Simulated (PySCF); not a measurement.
Broadened absorption spectrum of C5H6NOP

Species: C5H6NOP.
InChI=1S/C5H6NOP/c1-4(7)5-2-8-3-6-5/h2-3,6H,1H3

Method used: TDDFT B3LYP/def2-SVPD, vertical, gas phase, core orbitals frozen in the response in PySCF 2.14.0, density-fitted response routines. One conformer (not necessarily the lowest) at the GFN2-xTB geometry, without solvent, vibrations or thermal averaging. Torsions of this conformer, `[CH3:1][C:2](=[O:3])[c:4]1[cH:5][p:6][cH:7][nH:8]1`: C1–C2–C4–C5 0°.

Computed states:

```tsv
state	E (eV)	f
S1	3.97	0.0003
S2	4.31	0.147
S3	5.14	0.108
S4	5.31	0.0000
S5	5.78	0.201
S6	5.78	0.017
S7	5.97	0.0096
S8	6.22	0.0027
```

Broadening: Gaussians 0.25 eV wide at half height, area fixed by f = 4.319×10⁻⁹ ∫ε dν̃. The cross-section is σ = 3.8235×10⁻²¹ ε cm², given in Mb (10⁻¹⁸ cm²). The width is an assumption, not a result. The curve ends short of the highest state used, and states not computed would add to its high-energy end.

**Question.** Give the broadened spectrum and its maxima.

**Answer.** 
λ (nm), σ (Mb) and a bar:
```
    220.7      28.74 ###############
    225.0       3.84 ##
    229.3       2.08 #
    233.5      12.39 ######
    237.8      35.02 ##################
    242.1      43.97 ######################
    246.4      26.62 ##############
    250.6       8.66 ####
    254.9       1.53 #
    259.2       0.16 
    263.5       0.07 
    267.8       0.67 
    272.0       4.04 ##
    276.3      15.31 ########
    280.6      36.32 ##################
    284.9      56.24 #############################
    289.1      59.13 ##############################
    293.4      43.74 ######################
    297.7      23.35 ############
    302.0       9.29 #####
    306.3       2.88 #
    310.5       0.80 
    314.8       0.25 
    319.1       0.11 
    323.4       0.06 
    327.6       0.03 
    331.9       0.01 
    336.2       0.00 
    340.5       0.00 
    344.8       0.00
```

Maxima: 288 nm (4.31 eV), ε about 16000, made up of S2 (100%); 241 nm (5.14 eV), ε about 12000, made up of S3 (100%) (ε in L mol⁻¹ cm⁻¹; maxima over ε = 5, shares over 10%). At its high-energy end, 5.62 eV, the curve is still rising (ε about 7800, from S5).

**Question.** What would ε be at 4.31 eV, the highest of these maxima, with half the width (0.125 eV)?

**Answer.** About 31600 L mol⁻¹ cm⁻¹ against 15800, a factor of about 2.00; a lone state at its own centre would give exactly 2.

**Question.** Does any computed singlet lie in the visible range?

**Answer.** No computed singlet lies in the visible range (380 to 750 nm); the lowest, at 312 nm, stands 0.71 eV above its violet end (3.26 eV); a Tamm–Dancoff triplet lies at 385 nm, without intensity as long as spin–orbit coupling is left out.

**Question.** On this curve, what absorbance would a 10⁻³ mol/L sample give at 280 nm over a 1 cm path?

**Answer.** 280 nm is 4.428 eV, where ε is about 8600 L mol⁻¹ cm⁻¹, so A = ε c l ≈ 8.6 (Beer–Lambert, with the gas-phase spectrum and the assumed width).
